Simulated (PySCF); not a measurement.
A GIAO shielding run with PySCF 2.14.0 with density-fitted response routines (density fitting, non-relativistic, gas phase) on `[SiH3]CO[SiH2]CCC(F)(F)F`, C4H11F3OSi2:

```
$ OMP_NUM_THREADS=1 python probes_run.py task.json out

{"job": {"kind": "nmr", "xc": "PBE0", "basis": "pcSseg-1"}, "charge": 0, "multiplicity": 1}
F      4.580250    -0.123569    -0.830556
C      3.255104     0.113460    -0.804265
F      2.919859     0.486381    -2.047164
F      3.094670     1.198102    -0.029325
C      2.481685    -1.086521    -0.312692
C      0.989876    -0.954594    -0.581407
Si     0.219801     0.575479     0.239723
O     -1.340127     0.146621     0.247696
C     -2.435099     0.911074     0.709628
Si    -3.994133    -0.034619     0.156361
H      2.681425    -1.175959     0.756140
H      2.899199    -1.961309    -0.819265
H      0.498299    -1.857598    -0.220716
H      0.827321    -0.919910    -1.658455
H      0.734962     0.758924     1.601784
H      0.423126     1.804200    -0.528529
H     -2.362999     1.017466     1.795766
H     -2.378449     1.920047     0.292703
H     -3.966591    -0.141924    -1.301250
H     -3.959888    -1.364613     0.763358
H     -5.177210     0.705804     0.601087
```

Hardware: 1 thread of an AMD EPYC 7R13, shared host. The job also computes population analyses, field gradients.

(1) How large is the calculation?

(2) How long does it take, and how much memory does it need?

Answers

(1) 98 electrons, 239 basis functions and 1288 auxiliary functions.

(2) 58 s of wall time, with 14 SCF cycles and 4 response iterations; peak memory 1.1 GiB. Times on a shared host scatter by some tens of per cent.
